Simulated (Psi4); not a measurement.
C₃H₉In (SMILES [CH3][In]([CH3])[CH3]), singlet, geometry from GFN2-xTB (such geometries of metal compounds can be far from the true shape) (core potentials on In); BHHLYP/def2-SVP (Psi4).

The Psi4 input:
```
memory 2 GB

molecule mol {
0 1
In   -0.000271    0.000588   -0.000699
C    -1.547414   -1.603627   -0.255167
H    -1.476459   -2.031502   -1.255105
H    -2.545325   -1.184255   -0.130214
H    -1.399044   -2.394809    0.478474
C    -0.162120    1.916997   -1.155486
H     0.802561    2.172802   -1.592476
H    -0.463524    2.724526   -0.488383
H    -0.900661    1.823226   -1.950320
C     1.711036   -0.315964    1.413937
H     2.336469    0.574228    1.462973
H     2.317505   -1.157123    1.078655
H     1.332729   -0.540359    2.410941
}

set {
  basis def2-svp
  reference rks
}

energy('bhhlyp')
print_variables()
```

The log (banner, timings and long lists left out):

```
   => Loading Basis Set <=

    Name: DEF2-SVP
    Role: ORBITAL
    Keyword: BASIS

    !!!  WARNING: ECP capability is in beta. Please check occupations closely.  !!!

         ---------------------------------------------------------
                                   SCF
               by Justin Turney, Rob Parrish, Andy Simmonett
                          and Daniel G. A. Smith
                              RKS Reference
         ---------------------------------------------------------

  ==> Geometry <==

    Molecular point group: c1
    Full point group: C1

    Geometry (in Angstrom), charge = 0, multiplicity = 1:

       Center              X                  Y                   Z               Mass
    ------------   -----------------  -----------------  -----------------  -----------------
         IN          -0.000215799341     0.000443816383    -0.000534904920   114.903878776000
         C           -1.547358799341    -1.603771183617    -0.255002904920    12.000000000000
         H           -1.476403799341    -2.031646183617    -1.254940904920     1.007825032230
         H           -2.545269799341    -1.184399183617    -0.130049904920     1.007825032230
         H           -1.398988799341    -2.394953183617     0.478638095080     1.007825032230
         C           -0.162064799341     1.916852816383    -1.155321904920    12.000000000000
         H            0.802616200659     2.172657816383    -1.592311904920     1.007825032230
         H           -0.463468799341     2.724381816383    -0.488218904920     1.007825032230
         H           -0.900605799341     1.823081816383    -1.950155904920     1.007825032230
         C            1.711091200659    -0.316108183617     1.414101095080    12.000000000000
         H            2.336524200659     0.574083816383     1.463137095080     1.007825032230
         H            2.317560200659    -1.157267183617     1.078819095080     1.007825032230
         H            1.332784200659    -0.540503183617     2.411105095080     1.007825032230

  Running in c1 symmetry.

  Rotational constants: A =      0.13122  B =      0.13063  C =      0.06796 [cm^-1]
  Rotational constants: A =   3933.96003  B =   3916.23166  C =   2037.29014 [MHz]
  Nuclear repulsion =  184.736695051916058

  Charge       = 0
  Multiplicity = 1
  Electrons    = 48
  Nalpha       = 24
  Nbeta        = 24

  ==> Algorithm <==

  SCF Algorithm Type is DF.
  DIIS enabled.
  MOM disabled.
  Fractional occupation disabled.
  Guess Type is SAD.
  Energy threshold   = 1.00e-06
  Density threshold  = 1.00e-06
  Integral threshold = 1.00e-12

  ==> Primary Basis <==

  Basis Set: DEF2-SVP
    Blend: DEF2-SVP
    Number of shells: 55
    Number of basis functions: 113
    Number of Cartesian functions: 118
    Spherical Harmonics?: true
    Max angular momentum: 2

  Core potential: DEF2-SVP
    Number of shells: 4
    Number of ECP primitives: 18
    Number of ECP core electrons: 28
    Max angular momentum: 3

  ==> DFT Potential <==

   => LibXC <=

    Version 7.1.2
    S. Lehtola, C. Steigemann, M. J. T. Oliveira, and M. A. L. Marques,  SoftwareX 7, 1–5 (2018) (10.1016/j.softx.2017.11.002)

   => Composite Functional: BHANDHLYP <=

    BHandHLYP Hyb-GGA Exchange-Correlation Functional

    A. D. Becke,  J. Chem. Phys. 98, 1372 (1993) (10.1063/1.464304)
    Defined through Gaussian implementation.

    Deriv               =              1
    GGA                 =           TRUE
    Meta                =          FALSE

    Exchange Hybrid     =           TRUE
    MP2 Hybrid          =          FALSE

   => Exchange Functionals <=

    0.5000         Becke 88

   => Exact (HF) Exchange <=

    0.5000               HF

   => Correlation Functionals <=

    1.0000   Lee, Yang & Parr

   => LibXC Density Thresholds  <==

    XC_HYB_GGA_XC_BHANDHLYP:  1.00E-15

   => Molecular Quadrature <=

    Radial Scheme          =       TREUTLER
    Pruning Scheme         =           NONE
    Nuclear Scheme         =       TREUTLER

    Blocking Scheme        =         OCTREE
    BS radius alpha        =              1
    Pruning alpha          =              1
    Radial Points          =             75
    Spherical Points       =            302
    Total Points           =         280893
    Total Blocks           =           2127
    Max Points             =            256
    Max Functions          =            111
    Weights Tolerance      =       1.00E-15

   => Loading Basis Set <=

    Name: (DEF2-SVP AUX)
    Role: JKFIT
    Keyword: DF_BASIS_SCF

  ==> Integral Setup <==

  SCF_SUBTYPE=INCORE selected. In-core MEM_DF algorithm will be used.
  Using in-core AOs.

  ==> MemDFJK: Density-Fitted J/K Matrices <==

    J tasked:                   Yes
    K tasked:                   Yes
    wK tasked:                   No
    Algorithm:                 Core
    Schwarz Cutoff:           1E-12
    Mask sparsity (%):       4.8868
    Fitting Condition:        1E-10

   => Auxiliary Basis Set <=

  Basis Set: (DEF2-SVP AUX)
    Blend: DEF2-UNIVERSAL-JKFIT
    Number of shells: 175
    Number of basis functions: 605
    Number of Cartesian functions: 756
    Spherical Harmonics?: true
    Max angular momentum: 5

  Minimum eigenvalue in the overlap matrix is 1.2706133953E-02.
  Reciprocal condition number of the overlap matrix is 2.4313520114E-03.
    Using symmetric orthogonalization.

  ==> Pre-Iterations <==

  SCF Guess: Superposition of Atomic Densities via on-the-fly atomic UHF (no occupation information).

   -------------------------
    Irrep   Nso     Nmo
   -------------------------
     A        113     113
   -------------------------
    Total     113     113
   -------------------------

  ==> Iterations <==

                           Total Energy        Delta E     RMS |[F,P]|

   @DF-RKS iter SAD:  -307.67717838817185   -3.07677e+02   0.00000e+00
   @DF-RKS iter   1:  -309.10482636364867   -1.42765e+00   8.24551e-03 ADIIS/DIIS
   @DF-RKS iter   2:  -309.22931220963113   -1.24486e-01   6.90781e-03 ADIIS/DIIS
   @DF-RKS iter   3:  -309.58491315081011   -3.55601e-01   3.94449e-04 ADIIS/DIIS
   @DF-RKS iter   4:  -309.58577963499391   -8.66484e-04   1.27681e-04 ADIIS/DIIS
   @DF-RKS iter   5:  -309.58588642821263   -1.06793e-04   1.99411e-05 DIIS
   @DF-RKS iter   6:  -309.58588951202762   -3.08381e-06   7.37045e-06 DIIS
   @DF-RKS iter   7:  -309.58588990942656   -3.97399e-07   1.56206e-06 DIIS
   @DF-RKS iter   8:  -309.58588993135675   -2.19302e-08   1.71837e-07 DIIS
  Energy and wave function converged.

  ==> Post-Iterations <==

   Electrons on quadrature grid:
      Ntotal   =   47.9999951184 ; deviation = -4.882e-06

    Orbital Energies [Eh]
    ---------------------

    Doubly Occupied:

[...]
    Virtual:

[...]
    Final Occupation by Irrep:
              A
    DOCC [    24 ]
    NA   [    24 ]
    NB   [    24 ]

  @DF-RKS Final Energy:  -309.58588993135675

   => Energetics <=

    Nuclear Repulsion Energy =            184.7366950519160582
    One-Electron Energy =                -861.9094314180144920
    Two-Electron Energy =                 386.5058427328438597
    DFT Exchange-Correlation Energy =     -18.9189962981021758
    Empirical Dispersion Energy =           0.0000000000000000
    VV10 Nonlocal Energy =                  0.0000000000000000
    Total Energy =                       -309.5858899313567463

Computation Completed

Properties will be evaluated at   0.000000,   0.000000,   0.000000 [a0]

Properties computed using the SCF density matrix

 Multipole Moments:

 ------------------------------------------------------------------------------------
     Multipole            Electronic (a.u.)      Nuclear  (a.u.)        Total (a.u.)
 ------------------------------------------------------------------------------------

 L = 1.  Multiply by 2.5417464519 to convert [e a0] to [Debye]
 Dipole X            :         -0.0209630            0.0193161           -0.0016469
 Dipole Y            :          0.0456005           -0.0442249            0.0013756
 Dipole Z            :         -0.0538766            0.0518665           -0.0020101
 Magnitude           :                                                    0.0029403

 ------------------------------------------------------------------------------------

  Variable Map:
  ----------------------------------------------------------------------------
[...]
  Array Variable Map:
  ----------------------------------------------------------------------------
[...]
[...]
```
